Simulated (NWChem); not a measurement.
Molecule: C2H6BCl; SMILES CB(C)Cl

All runs: NWChem. Pople sets run with spherical d functions. Coordinates come from a PBE0/def2-SVP optimisation. Level PBE/6-31G*: energy and gradient on several grids; changes count from the extra-fine grid, which is no exact limit either.

**Question.** Which is the coarsest grid (coarse; xcoarse; xfine; medium; fine) from which on the energy stays within 50 μHa and each gradient component within 100 μHa/bohr of xfine?

**Answer.** coarse.
```
grid     size of the energy change (μHa)  largest change of a gradient component (μHa/bohr)  time, medium = 1 (rough)
-------  -------------------------------  -------------------------------------------------  ------------------------
xcoarse                              900                                               2000                   about 1
coarse                                20                                                 50                   about 1
medium                              < 10                                               < 30                   about 1
fine                                < 10                                               < 30                   about 1
xfine                               < 10                                               < 30                         2
```
